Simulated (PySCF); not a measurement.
**Electron correlation in F (fluorine, neutral)**

[He] 2s2 2p5, 2P determinant. Computed with PySCF 2.14 in cc-pVTZ-DK (4s3p2d1f, 30 functions), with the spin-free X2C one-electron Hamiltonian (Gaussian nucleus). Frozen: 1s2; 7 electrons correlated.

MP2 pair energies summed by pair of shells (mhartree):

```json
{"pair": "2p-2p", "energy": "-122.78", "share (%)": "61.4"}
{"pair": "2s-2p", "energy": "-67.17", "share (%)": "33.6"}
{"pair": "2s-2s", "energy": "-10.06", "share (%)": "5.0"}
```

Total MP2 correlation energy: -200.01 mhartree.

Same-spin part -48.70 and opposite-spin part -151.30 mhartree; SCS-MP2 scales them by 1/3 and 6/5 to -197.80 mhartree.

```
  level  correlation energy (mhartree)
   CCSD                        -211.40
    (T)                          -3.60
CCSD(T)                        -215.00
```

Diagnostics: T1 = 0.0048, D1 = 0.0085, largest double amplitude 0.041.

Problem. Is a single reference adequate?

Solution. Yes: T1 lies below 0.03 and no double amplitude reaches 0.07.
